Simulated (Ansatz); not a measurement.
Calculated with Ansatz (gas phase, PBE0-D4/def2-TZVP geometries, no zero-point term in ΔE). CCSD(T)/CBS adds triple-zeta CCSD(T) − MP2 to the extrapolated MP2 energy (def2 sets, frozen cores). This one scheme is used for every species. Functionals use def2-TZVPP. B3LYP here is the variant with VWN-RPA as its local correlation; programs differ in this. HSE06 is defined as in plane-wave codes. For Se outer-core shells are correlated without core-valence functions, which leaves a few kJ/mol of doubt a bond. Scalar relativity is left out up to krypton. One conformer a species, not always the lowest.

Consider the ligand exchange at the Al–Se bond: `C[Se][Al]([F])[F]` + H₂S → `[F][Al]([F])[SH]` + `C[SeH]`.

`C[Se][Al]([F])[F]`:

```xyz
8

C    -0.968    1.064    0.113
Se   -1.010   -0.856    0.553
Al    1.110   -1.359   -0.100
F     1.698   -2.884    0.019
F     2.086   -0.184   -0.703
H    -1.730    1.249   -0.641
H     0.008    1.355   -0.265
H    -1.195    1.615    1.022
```

H₂S:

```xyz
3

S    -0.191    0.131    0.575
H     0.268    0.874   -0.443
H    -0.077   -1.004   -0.131
```

`[F][Al]([F])[SH]`:

Z-matrix (Å, degrees):
```
Al
F 1 1.638
S 1 2.153 2 121.0
F 1 1.635 2 119.3 3 -180.0
H 3 1.346 1 91.6 2 0.1
```

`C[SeH]`:

```xyz
6

C     0.344    0.113    0.409
Se   -0.874    0.552   -1.048
H    -0.176   -0.439    1.188
H     0.686    1.066    0.810
H     1.198   -0.449    0.038
H    -1.178   -0.842   -1.397
```

| level | ΔE (kJ/mol) | difference from CCSD(T)/CBS |
| --- | --- | --- |
| LDA (SPW92) | 2.4 | -1.5 |
| PBE-D4 | 3.2 | -0.7 |
| revPBE-D4 | 2.6 | -1.3 |
| BLYP-D4 | 3.0 | -0.9 |
| r2SCAN-D4 | 1.4 | -2.5 |
| B97M-V | -3.5 | -7.4 |
| PBE0-D4 | 3.0 | -0.9 |
| r2SCANh-D4 | 1.6 | -2.3 |
| r2SCAN0-D4 | 1.8 | -2.1 |
| HSE06-D4 | 3.1 | -0.8 |
| BHLYP-D4 | 3.8 | -0.1 |
| CAM-B3LYP-D4 | 1.2 | -2.7 |
| ωB97X-V | 0.8 | -3.1 |
| ωB97M-V | 1.3 | -2.6 |
| B2PLYP | 0.6 | -3.3 |
| PBE-QIDH | 1.7 | -2.2 |
| PBE | 1.0 | -2.9 |
| revPBE | -0.4 | -4.3 |
| BLYP | -0.9 | -4.8 |
| r2SCAN | 0.8 | -3.1 |
| PBE0 | 1.0 | -2.9 |
| B3LYP | -0.5 | -4.4 |
| r2SCANh | 0.9 | -3.0 |
| r2SCAN0 | 1.0 | -2.9 |
| HSE06 | 1.1 | -2.8 |
| BHLYP | 0.0 | -3.9 |
| CAM-B3LYP | -1.0 | -4.9 |
| LC-ωPBE | -1.1 | -5.0 |
| MP2/def2-SVP | 3.3 | -0.6 |
| CCSD(T)/def2-SVP | 2.5 | -1.4 |
| HF/def2-TZVPP | -0.8 | -4.7 |
| MP2/def2-TZVPP | 2.3 | -1.6 |
| SCS-MP2/def2-TZVPP | 1.5 | -2.4 |
| CCSD(T)/def2-TZVPP | 1.7 | -2.2 |
| HF/def2-QZVPP | -0.9 | -4.8 |
| MP2/def2-QZVPP | 3.5 | -0.4 |
| SCS-MP2/def2-QZVPP | 2.3 | -1.6 |
| HF/CBS(def2) | -0.9 | -4.8 |
| MP2/CBS(def2) | 4.5 | 0.6 |
| CCSD/CBS(def2) | 3.3 | -0.6 |
| CCSD(T)/CBS | 3.9 | 0 |

(1) What do rigid-rotor, harmonic-oscillator terms from PBE0-D4/def2-TZVP frequencies (298.15 K, 1 bar) make of the CCSD(T)/CBS value? (Estimate.)

Largest T1 diagnostic among the species: 0.012.

Answers

(1) Computed: ΔZPE = +1.5 kJ/mol, ΔH = +2.2 kJ/mol, ΔS = 0 J/(mol·K), ΔG = +2.2 kJ/mol. Modes under 50 cm⁻¹ make the entropy rough.

Leaving LDA and LC-ωPBE aside and taking each functional with its dispersion term where it has one, the values spread over 7.3 kJ/mol, from B97M-V to BHLYP-D4. The D4 term adds +3.4 kJ/mol with B3LYP and +2.0 kJ/mol with PBE0; it sums over pairs of atoms, weighted by their polarisabilities, and B3LYP, whose exchange is more repulsive, gets the larger term.
